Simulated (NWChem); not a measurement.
Molecule: C₂H₆O₂Si; SMILES O([SiH3])C(=O)C

```xyz
11

Si     0.0281     1.7225     0.0000
O      0.7239     0.1506     0.0000
C     -0.1324    -0.8805     0.0000
C      0.5542    -2.2113     0.0000
O     -1.3257    -0.7067     0.0000
H     -0.7754     1.9380     1.2323
H      1.2230     2.6079     0.0000
H     -0.7754     1.9380    -1.2323
H     -0.1887    -3.0162     0.0000
H      1.2036    -2.2914     0.8841
H      1.2036    -2.2914    -0.8841
```
Atoms are numbered in this order, from 1.

All runs: NWChem. Medium grid unless said otherwise, to which SCAN and Minnesota functionals are sensitive. All runs use the structure optimised with PBE0/def2-SVP. Total energies of different functionals are on different scales.

| level | energy (Ha) | highest occupied level (eV) | orbital gap (eV) | dipole (D) |
|---|---|---|---|---|
| PBE/def2-SVP | -519.1285 | -6.36 | 5.39 | 1.56 |
| B3LYP/def2-SVP | -519.5682 | (withheld) | (withheld) | 1.60 |
| TPSSh/def2-SVP | -519.5766 | -7.19 | 6.77 | 1.61 |
| LDA (Slater exchange, VWN5)/def2-SVP | -516.5754 | -6.54 | 5.33 | 1.58 |
| M06-2X/def2-SVP | -519.4268 | -9.78 | 11.02 | 1.61 |
| CAM-B3LYP/def2-SVP | -519.4566 | -9.54 | 10.94 | 1.61 |

Q: Some entries are withheld; supply them.

A: 
- B3LYP/def2-SVP, highest occupied level (eV): -7.79
- B3LYP/def2-SVP, orbital gap (eV): 7.69
